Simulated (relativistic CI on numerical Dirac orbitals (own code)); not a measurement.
Judd-Ofelt analysis for Ho3+

These numbers are calculated, not measured: Dirac-Coulomb-Breit CI, orbitals from a KLI potential per configuration, QED by a radiative potential, valence Slater integrals scaled by 0.75 (own radial code, finite nucleus).

Configuration 4f10 alone, in intermediate coupling. Take Ω₂ = 4.21, Ω₄ = 1.19, Ω₆ = 0.37 (10⁻²⁰ cm²) and refractive index n = 1.61 as given. A_ED = 64π⁴e²ν³ n(n² + 2)²/[27h(2J + 1)] Σ Ω_λ |U^λ|², in Gaussian units with ν in cm⁻¹, and A_MD is n³ times the free-ion magnetic-dipole rate; a dash marks a rate that is forbidden or under 2 % of the level's free-ion decay.

Emitting level 5I_5 at 10960 cm⁻¹ (radiative decay alone: multiphonon quenching in a host is left out, and the level can lie too high or too low):

| To | ν (cm⁻¹) | U² squared | U⁴ squared | U⁶ squared | Free-ion A(M1) (s⁻¹) |
| --- | --- | --- | --- | --- | --- |
| 5I_8 | 10960 | 0.0000 | 0.0119 | 0.0869 | - |
| 5I_7 | 5836 | 0.0025 | 0.0190 | 0.9037 | - |
| 5I_6 | 2414 | 0.0489 | 0.1842 | 0.5193 | 1.14 |

(1) Give the rates, branching ratios and the radiative lifetime.

## Answers

(1) The rates are:

```
  To  λ (nm)  A_ED (s⁻¹)  A_MD (s⁻¹)  β (%)
5I_8     912        15.1           0   37.7
5I_7    1714        18.1           0   45.1
5I_6    4143        2.15        4.75   17.2
```

τ_rad = 2.49e-02 s. Computed level positions enter as ν³, so measured ones would change the rates. For the strongest line (1714 nm) and an assumed effective width Δλ = 88 nm (300 cm⁻¹), the Füchtbauer-Ladenburg formula σ = λ⁴A/(8πcn²Δλ) gives a peak emission cross-section of 0.091 × 10⁻²⁰ cm².
